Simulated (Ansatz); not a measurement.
`O[SiH2][SiH](F)Cl` from Hartree–Fock to CCSD(T)

```xyz
9

O    -1.5370    1.0478   -0.8140
Si   -0.0247    0.4274   -1.0268
Si    0.7233   -0.4320    1.0295
F     1.9149   -1.4762    0.8283
Cl   -0.8897   -1.4484    1.8135
H    -2.1799    0.4884   -0.3732
H     0.0074   -0.6840   -2.0178
H     0.8248    1.5442   -1.5049
H     1.1610    0.5330    2.0654
```

The species carries charge 0 and has multiplicity 1. The structure was optimised at the PBE0-D4/def2-TZVP level. It is one conformer, not always the lowest. Frozen core, restricted reference, Ansatz 0.2.0. CBS rows extrapolate triple and quadruple zeta; past MP2 they add the triple-zeta difference.

| basis | HF (Eh) | MP2 corr. |
| --- | --- | --- |
| def2-TZVPP | -1214.27856 | -0.91605 |
| def2-QZVPP | -1214.31841 | -0.99995 |

Task: Estimate the CCSD correlation energy and the (T) correction in each basis where they were run (hartree).

Result: 
```tsv
basis	CCSD corr.	(T)
def2-TZVPP	-0.96132	-0.03372
CBS(def2)	-1.10737	as TZ
```
